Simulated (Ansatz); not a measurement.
**Question.** Name a neutral molecule of B, Cl, Si with LUMO energy (B3LYP/def2-TZVPP) between -4.70 and -4.40 eV and HOMO–LUMO gap (PBE0/def2-TZVPP) between 4.35 and 4.65 eV (Ansatz, PBE0-D4/def2-TZVP geometry).

**Answer.** `Cl[Si](Cl)(Cl)B([Si](Cl)(Cl)Cl)[Si](Cl)(Cl)Cl` (-4.43 eV, 4.46 eV). Other molecules can fit too; these were computed, each in one conformer that needn't be the lowest.

B3LYP here is the variant with VWN-RPA as its local correlation; programs differ in this.
